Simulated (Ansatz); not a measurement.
`NC1C[SiH2][SiH2]1` at its PBE0-D4/def2-TZVP geometry, where that method's forces vanish. Charge 0, multiplicity 1.

```xyz
14

N    -0.1546   -1.1164   -1.7965
C    -0.3279   -0.6172   -0.4513
C     0.9212   -0.4504    0.4653
Si    0.2069    0.8114    1.7023
Si   -1.0640    1.1358   -0.2172
H     0.4281   -0.4933   -2.3415
H     0.2939   -2.0259   -1.7978
H    -1.0277   -1.2865    0.0675
H     1.3259   -1.3920    0.8462
H     1.7181    0.0530   -0.0955
H    -0.5172    0.1634    2.8301
H     1.1495    1.8232    2.2476
H    -2.5392    1.3058   -0.2962
H    -0.4130    2.0891   -1.1630
```

Q: What forces (eV/Å) does PBE-D4/def2-TZVPP give on these atoms in Ansatz 0.2.0? (Best estimate.)

A: Ansatz gave: 
```
N1  -0.332 -0.011 -0.128
C2  -0.007  0.005  0.013
C3   0.056  0.003  0.071
Si4 -0.017  0.087  0.063
Si5 -0.076  0.101  0.064
H6   0.205  0.206 -0.196
H7   0.153 -0.323 -0.021
H8  -0.141 -0.133  0.102
H9   0.086 -0.186  0.077
H10  0.151  0.088 -0.100
H11 -0.079 -0.064  0.114
H12  0.096  0.109  0.062
H13 -0.165  0.026 -0.020
H14  0.071  0.093 -0.100
```
